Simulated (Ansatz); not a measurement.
`[SiH3]NBS` + BH₃ → `BN[SiH3]` + `BS`  (redistribution)

Calculated with Ansatz (gas phase, PBE0-D4/def2-TZVP geometries, no zero-point term in ΔE). CCSD(T)/CBS is the MP2 limit (def2-TZVPP, def2-QZVPP) plus CCSD(T) − MP2 in def2-TZVPP, frozen cores. This one scheme is used for every species. DFT in def2-TZVPP. HSE06 is defined as in plane-wave codes. Each species was taken in one conformer, which may not be the lowest.

`[SiH3]NBS`:

```xyz
10

Si   -0.469   -0.721    1.477
N    -0.398    0.399    0.146
B     0.442    0.297   -0.975
S     0.387    1.561   -2.273
H    -1.838   -1.287    1.610
H     0.507   -1.800    1.202
H    -0.135   -0.039    2.755
H    -1.020    1.196    0.191
H     1.196   -0.623   -1.077
H     1.327    1.016   -3.057
```

BH₃:

Z-matrix (Å, degrees):
```
B
H 1 1.193
H 1 1.193 2 120.0
H 1 1.193 2 120.0 3 180.0
```

`BN[SiH3]`:

```xyz
9

B     1.188   -0.841   -0.557
N     0.207    0.155   -0.601
Si   -0.943    0.542    0.653
H     1.280   -1.522    0.425
H     1.915   -0.998   -1.496
H     0.161    0.708   -1.446
H    -0.777    1.953    1.091
H    -0.699   -0.381    1.784
H    -2.333    0.385    0.147
```

`BS`:

Cartesian coordinates in Å:
```
B 0.267 0.476 -0.196
S -0.789 -0.929 -0.353
H 0.386 1.147 -1.173
H 0.819 0.726 0.829
H -0.682 -1.421 0.893
```

```
             level  ΔE (kJ/mol)  difference from CCSD(T)/CBS
           BLYP-D4        -39.4                         -4.6
           ωB97X-V        -34.2                          0.6
            B2PLYP        -37.6                         -2.8
          PBE-QIDH        -34.8                          0.0
            r2SCAN        -38.9                         -4.1
             HSE06        -39.8                         -5.0
       HF/def2-SVP        -27.4                          7.4
     HF/def2-TZVPP        -27.0                          7.8
CCSD(T)/def2-TZVPP        -35.4                         -0.6
     HF/def2-QZVPP        -26.9                          7.9
       CCSD(T)/CBS        -34.8                            0
```

Largest T1 diagnostic among the species: 0.015.

The D4 term adds +4.0 kJ/mol with B3LYP and +2.4 kJ/mol with PBE0; it sums over pairs of atoms, weighted by their polarisabilities, and B3LYP, whose exchange is more repulsive, gets the larger term. From PBE to PBE0 (25 % exact exchange), in def2-TZVPP and without D4, ΔE moves by +5.2 kJ/mol.

B3LYP here is the variant with VWN-RPA as its local correlation; programs differ in this.
